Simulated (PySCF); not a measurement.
**Polarisability and C₆ of Te²⁺ (tellurium, charge +2)**

[Kr] 4d10 5s2 5p2, high-spin 3P determinant. Calculation: PySCF 2.14, in aug-cc-pV5Z-PP with ECP28MDF (8s8p6d4f3g2h, 139 functions); scalar relativity through the core potential. Coupled (time-dependent) response in atomic units; α is the mean over directions.

```
method  mean α (bohr³)         α xx, yy, zz  C₆ (like pair)  S(−4)
M06-2X           14.01  14.08, 13.97, 13.97           89.02  46.81
```

S(−4) is the Cauchy moment in α(ω) = α(0) + S(−4) ω² + …

Spin-orbit coupling is absent.

α(iu) at M06-2X:

```csv
u (hartree),α(iu) (bohr³)
0,14.01
0.0500,13.89
0.100,13.56
0.200,12.38
0.300,10.86
0.500,7.928
0.750,5.405
1.00,3.903
1.50,2.379
2.00,1.657
3.00,0.9744
5.00,0.4640
```

For an ion, C₆ is the dispersion term alone; charge-induced terms of lower order in 1/R come first.

The components differ because the open shell of this determinant is not spherical; for a pure term their mean is the scalar polarisability.

Energies and moments cover only the electrons outside the core potential.
